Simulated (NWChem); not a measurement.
System meant: CH₃ClMgO; SMILES C[O][Mg][Cl]

NWChem input:

```
start job
memory heap 200 mb stack 900 mb global 1100 mb
geometry units angstroms noautoz
  Mg     0.065228    -0.340903    -0.000264
  Cl     0.514087    -2.492508     0.001017
  O     -0.294288     1.381549    -0.001294
  C     -0.574524     2.726288    -0.002097
  H     -1.158469     3.030274     0.889235
  H      0.345753     3.343480    -0.006855
  H     -1.165912     3.027661    -0.889400
end
basis spherical
  Mg library def2-svp
  Cl library def2-svp
  O library def2-svp
  C library def2-svp
  H library def2-svp
end
dft
  xc pbe0
  iterations 4
  mulliken
end
task dft energy
```

End of the output:

```
    Atom       Charge   Shell Charges
 -----------   ------   -------------------------------------------------------
    1 Mg  12    11.89   2.00  1.93  0.33  0.10  5.84  0.64  0.39  0.65
    2 Cl  17    16.92   2.00  1.96  1.00  0.72  5.82  2.25  3.16  0.01
    3 O    8     8.29   1.97  0.88  0.59  2.77  2.08  0.01
    4 C    6     5.93   1.96  0.57  0.30  1.82  1.14  0.14
    5 H    1     0.99   0.66  0.27  0.06
    6 H    1     0.99   0.66  0.27  0.06
    7 H    1     0.99   0.66  0.27  0.06

 center of mass
 --------------
 x =  -0.00000000 y =  -0.00000000 z =  -0.26111566

 moments of inertia (a.u.)
 ------------------
        1342.507486466291           0.000000000000           0.000000000000
           0.000000000000        1342.507486466291           0.000000000000
           0.000000000000           0.000000000000          11.386162620890

     Multipole analysis of the density
     ---------------------------------

     L   x y z        total         alpha         beta         nuclear
     -   - - -        -----         -----         ----         -------
     0   0 0 0     -0.000000    -23.000000    -23.000000     46.000000

     1   1 0 0      0.000000      0.000000      0.000000     -0.000000
     1   0 1 0      0.000000      0.000000      0.000000     -0.000000
     1   0 0 1      0.635111      0.317555      0.317555     -0.000000

     2   2 0 0    -24.631307    -15.140093    -15.140093      5.648879
     2   1 1 0      0.000000      0.000000      0.000000     -0.000000
     2   1 0 1      0.000000      0.000000      0.000000     -0.000000
     2   0 2 0    -24.631307    -15.140093    -15.140093      5.648879
     2   0 1 1      0.000000      0.000000      0.000000     -0.000000
     2   0 0 2    -33.028540   -378.561797   -378.561797    724.095054

 ------------------------------------------------------------------------
 dft energy failed                                                                                  0
 ------------------------------------------------------------------------
 ------------------------------------------------------------------------
  current input line :
    24: task dft energy
 ------------------------------------------------------------------------
 ------------------------------------------------------------------------
 This type of error is most commonly associated with calculations not reaching convergence criteria
 ------------------------------------------------------------------------
 For more information see the NWChem manual at https://nwchemgit.github.io

0:dft energy failed:Received an Error in Communication
```

Q: Find the fault in this run and fix the input.

A: The run did not converge; its last values are not results. Cause: the SCF was allowed too few iterations. This input runs:
```
start job
memory heap 200 mb stack 900 mb global 1100 mb
geometry units angstroms noautoz
  Mg     0.065228    -0.340903    -0.000264
  Cl     0.514087    -2.492508     0.001017
  O     -0.294288     1.381549    -0.001294
  C     -0.574524     2.726288    -0.002097
  H     -1.158469     3.030274     0.889235
  H      0.345753     3.343480    -0.006855
  H     -1.165912     3.027661    -0.889400
end
basis spherical
  * library def2-svp
end
dft
  xc pbe0
  iterations 150
  mulliken
end
task dft energy
```
It converges to -774.83166 Ha (PBE0/def2-SVP).
